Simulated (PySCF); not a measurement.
# Magnetisability: GeHMe2(OMe), C₃H₁₀GeO

Geometry:
```
atom   x (Å)   y (Å)   z (Å)
 Ge1   0.054   0.560   0.349
  H2   0.137   0.783   1.860
  C3   1.843   0.068  -0.360
  H4   1.748  -0.279  -1.386
  H5   2.296  -0.724   0.230
  H6   2.512   0.922  -0.348
  C7  -0.856   2.025  -0.600
  H8  -0.922   1.789  -1.658
  H9  -0.316   2.960  -0.486
 H10  -1.864   2.156  -0.217
 O11  -1.079  -0.785   0.079
 C12  -0.911  -2.100   0.546
 H13  -0.004  -2.560   0.143
 H14  -1.775  -2.675   0.210
 H15  -0.864  -2.138   1.638
```

Computed with GIAO PBE/def2-SVP magnetisability, rotational g tensor and spin-rotation constants, non-relativistic, gas phase in PySCF 2.14.0. Geometry: GFN2-xTB.

The calculation is non-relativistic, which matters for the atoms heavier than Zn.

(1) What are the magnetisability and the molar susceptibility?

(2) Split it along the inertial axes a, b, c into diamagnetic and paramagnetic parts about the centre of mass, with the quadrupole moment.

(3) And the rotational g tensor?

Results:

(1) Isotropic -1216 × 10⁻³⁰ J/T², or -73.2 × 10⁻⁶ cm³/mol; principal values -1296, -1191, -1160 × 10⁻³⁰ J/T², anisotropy 124 × 10⁻³⁰ J/T² (root of half the summed squared differences of the principal values). The susceptibility is in cgs units.

(2) 
| axis | χ (10⁻⁶ cm³/mol) | diamagnetic (10⁻⁶ cm³/mol) | paramagnetic (10⁻⁶ cm³/mol) | summed x² of all electrons (Å²) | quadrupole Θ (D Å) |
| --- | --- | --- | --- | --- | --- |
| a | -77.7 | -392.8 | 315.1 | 116.3 | +3.65 |
| b | -72.0 | -596.3 | 524.3 | 68.3 | -1.27 |
| c | -69.9 | -783.1 | 713.2 | 24.3 | -2.38 |

Anisotropies 2χaa − χbb − χcc = -13.4 and 2χbb − χaa − χcc = +3.6 × 10⁻⁶ cm³/mol. Θ is traceless in Buckingham's convention.

(3) 
```csv
axis,rotational constant (GHz),g,nuclear part,electronic part
a,4.4075,-0.0037,0.6488,-0.6525
b,2.5343,-0.0054,0.6188,-0.6242
c,1.8556,-0.0052,0.6165,-0.6217
```
Asymmetric top; isotopes 12C, 74Ge, 1H, 16O; no vibrational averaging.
